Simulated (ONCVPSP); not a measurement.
## PBEsol ONCV dataset for boron, scalar-relativistic all-electron reference.

```
Element                 : B
Generator               : ONCVPSP 4.0.1
Type                    : optimised norm-conserving Vanderbilt (ONCV)
Functional              : PBEsol
Relativity              : scalar-relativistic
Frozen core             : [He]
Valence charge          : 3
Reference configuration : 2s1.5 (charge +1.5)
Partial waves           : 2s: rc 1.10 bohr, ncon 3, nbas 8, qcut 5.4 1/bohr, 2 projectors, debl 0.9 Ha; p scattering state at 0.12 Ha: rc 0.90 bohr, ncon 3, nbas 8, qcut 10.6 1/bohr, 2 projectors, debl 1.3 Ha; d scattering state at 0.35 Ha: rc 0.85 bohr, ncon 4, nbas 8, qcut 9.6 1/bohr, 2 projectors, debl 1.1 Ha
Local potential         : polynomial inside 0.75 bohr (lpopt 5, dvloc0 -1 Ha)
Core correction         : polynomial model core, fcfact 0.2
```

In the s channel the program set the typed energies aside and used -0.927, 0.250 Ha. In the p channel the program set the typed energies aside and used 0.050, 1.350 Ha.

Poles of the logarithmic derivatives, all-electron (AE) and pseudo (PS). s: poles at no energy (AE) and 4.6 (PS) Ha. p: poles at no energy (AE) and no energy (PS) Ha. d: poles at no energy (AE) and no energy (PS) Ha. Test radii: s 1.12, p 0.91, d 0.86 bohr.

- Cutoffs needed: 13 Ha and 25 Ha (the cutoffs (Ha) at which the residual kinetic energy of the hardest occupied pseudo-wave falls to 1 and 0.1 mHa per electron)
- Ghost test: no bound ghost flagged; GHOST(+) flags only above 600 eV
- Largest excitation error: +11 meV (all-electron minus pseudo) for 2s2 2p1, out of 4 test configurations
- rms error of d²Exc/dni dnj: 3.58 mHa without and 1.75 mHa with the model core
